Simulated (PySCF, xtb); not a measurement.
C₂H₅BF₂O, SMILES FB([C@H](C)O)F.

GFN2-xTB in xtb at its own geometry gives an orbital gap of 5.02 eV and a dipole moment of 3.41 D.

Geometry: r2SCAN-D4/def2-SVP. The structure was generated by enumeration; whether it is a known compound was not checked. One conformer was computed; it need not be the lowest.

Question: What does PBE/def2-TZVP in PySCF give? (Estimate from the structure and the level; the computed values follow.)

Answer: gap 5.59 eV (levels -6.54 and -0.94 eV), dipole 2.67 D.
